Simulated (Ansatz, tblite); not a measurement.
Cost and result up the ladder for Mg5S4I2 (11 atoms). Charge 0, multiplicity 1. Geometry: r2SCAN-D4/def2-SVP.

```tsv
atom	x (Å)	y (Å)	z (Å)
S1	-1.262	-0.077	-2.516
S2	1.210	-0.741	0.226
S3	-0.828	3.090	0.373
S4	-1.700	-0.774	2.076
Mg5	-0.725	2.217	-1.757
Mg6	1.127	-0.145	-2.088
Mg7	-1.324	-0.918	-0.291
Mg8	0.351	-2.063	2.169
Mg9	-0.233	1.112	1.415
I10	1.874	2.253	-3.088
I11	1.510	-3.953	3.480
```

Ansatz on 4 threads of Arm Neoverse V1 on a shared host; xTB runs through tblite on one thread. Times are rough, summed over both states, and most runs start from the orbitals of an earlier one. PBE0-D4/def2-SVP serves as the yardstick here, not as an exact answer. The other state is a doublet.

In the def2 sets I takes a core potential; there is no spin–orbit coupling. The xTB rows come from tblite. HOMO above LUMO, or a gap near zero within one spin, warns that the state may not be the lowest or that an electron is smeared out.

Raw xTB energies of ions are shifted by several eV.

```csv
level,functions,wall time
GFN1-xTB,74,0.043 s
GFN2-xTB,99,0.12 s
PBE-D4/def2-SVP,214,43 s
PBE0-D4/def2-SVP,214,68 s
```

Estimate what each level gives for the vertical IE (eV).


```csv
level,vertical IE (eV),difference from PBE0-D4/def2-SVP (eV),remarks
GFN1-xTB,12.35,4.28,–
GFN2-xTB,12.74,4.67,–
PBE-D4/def2-SVP,7.62,-0.45,gap within one spin near zero (+1 doublet)
PBE0-D4/def2-SVP,8.07,0.00,–
```
